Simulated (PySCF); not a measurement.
C₅H₁₂OSi₂.
Atom-mapped SMILES: `[CH3:1][CH2:2][C@:3]1([SiH3:4])[CH:5]=[CH:6][O:7][SiH2:8]1`

Probes without a nucleus sit at each ring's centroid and 1 Å off its mean plane on both sides; NICS is minus the shielding there, NICSzz its component along the normal. Level: GIAO PBE0/pcSseg-1 (PySCF, non-relativistic, gas phase) on the GFN2-xTB geometry, one conformer.

Ring bond lengths (Å), with Mayer bond orders in brackets: C3–C5 1.501 (0.98), C5–C6 1.323 (1.81), C6–O7 1.370 (0.98), O7–Si8 1.648 (0.94), Si8–C3 1.921 (0.85).

Task: What do the NICS probes read (ppm)?

Result: 
```tsv
ring	type	NICS(0)	NICS(1), two faces	NICS(1)zz, two faces	rms pucker (Å)	centre to ring atoms, mean (Å)
C3–C5–C6–O7–Si8	5-membered ring with O and Si; formal bonds 1 double, 4 single	-4.2	-2.6 / -2.4	-3.4 / -2.9	0.03	1.31
```

Task: What can be read from them?

Result: 
- C3–C5–C6–O7–Si8: mean NICS(1)zz -3.1 ppm, shielded. C3, Si8 have four or more neighbours, and the NICS criterion for π rings isn't applied.

Task: What is the mean of the two in-plane components of NICS at the first NICS(1) probe listed for ring C3–C5–C6–O7–Si8, 1 Å off the ring?

Result: The isotropic value is a third of the trace: (3 × -2.6 − (-3.4))/2 = -2.2 ppm.

Task: Give the inner angles of the rings and the Hirshfeld charges of the ring atoms.

Result: 
- C3–C5–C6–O7–Si8: C3 99.9° (-0.145 e), C5 115.7° (-0.086 e), C6 117.9° (+0.024 e), O7 112.1° (-0.218 e), Si8 94.1° (+0.409 e); sum 539.7° against 540° for a flat convex ring.

Task: How shielded are the nuclei of the rings and their hydrogens (means over atoms taken as equivalent)?

Result: 
| atoms | environment | σ isotropic (ppm) | principal values of the symmetric part, first atom (ppm) |
| --- | --- | --- | --- |
| C3 | sp3 carbon bound to silicon | 161.6 | 143.6, 157.9, 183.2 |
| C5 | alkene CH carbon | 71.1 | -29.7, 106.2, 136.7 |
| C6 | vinylic carbon bearing oxygen | 32.3 | -69.9, 74.3, 92.6 |
| O7 | silyl ether oxygen | 224.2 | 146.2, 243.1, 283.2 |
| Si8 | oxygen-bound silicon | 349.0 | 305.5, 335.9, 405.7 |
| H on C5 | vinylic hydrogen | 26.74 | 25.2, 26.5, 28.6 |
| H on C6 | vinylic hydrogen | 25.15 | 22.4, 24.5, 28.5 |
| H on Si8 | Si–H hydrogen | 26.24 | 23.0, 24.5, 31.2 |
| H on Si8 | Si–H hydrogen | 26.60 | 23.4, 24.7, 31.7 |

On an Arm Neoverse N1 with one thread, no GPU, on a shared host, this took 93 s of wall time (grids of density and orbitals included) and 1.0 GiB of memory at its peak. This is the whole shielding run at PBE0/pcSseg-1, SCF included.

Shape of the structure used: `[CH3:1][CH2:2][C@:3]1([SiH3:4])[CH:5]=[CH:6][O:7][SiH2:8]1`: C1–C2–C3–Si4 173°.
